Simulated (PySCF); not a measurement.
**Working with the constants of SnSb**

UHF-CCSD(T) constants of SnSb, ²Π (doublet), unpaired electrons π ↑ (Sn def2-SVP with ECP28, Sb def2-SVP with ECP28; scalar-relativistic core potentials (PySCF 2.14); masses 119.9022 and 120.9038 u):

| Quantity | Value |
| --- | --- |
| ωe | 211.5 cm⁻¹ |
| ωexe | 0.584 cm⁻¹ |
| Be | 0.038734 cm⁻¹ |
| αe | 0.000114 cm⁻¹ |
| D (centrifugal) | 5.2e-09 cm⁻¹ |
| De to Sn + Sb | 1.77 eV |

(1) Give the vibrational terms G(v) and spacings up to v = 6.

(2) How well does the Morse estimate ωe²/(4ωexe) reproduce De, and what is D0?

Correlated steps freeze 8 core orbitals. Correlated levels converge slowly with the basis: in double zeta they bind strong bonds too weakly, by up to about 1 eV, and carry superposition errors of some tenths. These are scalar-relativistic numbers at best; spin–orbit coupling would shift them, the dissociation energy most. The state was picked by a PBE0 search and need not be the measured ground state.

Results:

(1) G(v) = ωe(v+½) − ωexe(v+½)².

| v | G(v) (cm⁻¹) | G(v) − G(v−1) | Bv (cm⁻¹) |
| --- | --- | --- | --- |
| 0 | 105.6 |  | 0.03868 |
| 1 | 315.9 | 210.3 | 0.03856 |
| 2 | 525.1 | 209.2 | 0.03845 |
| 3 | 733.1 | 208.0 | 0.03833 |
| 4 | 939.9 | 206.8 | 0.03822 |
| 5 | 1145.6 | 205.7 | 0.03811 |
| 6 | 1350.1 | 204.5 | 0.03799 |

(2) It gives 2.37 eV, 134 % of the computed De. D0 = De − G(0) = 1.77 − 0.01 = 1.76 eV.
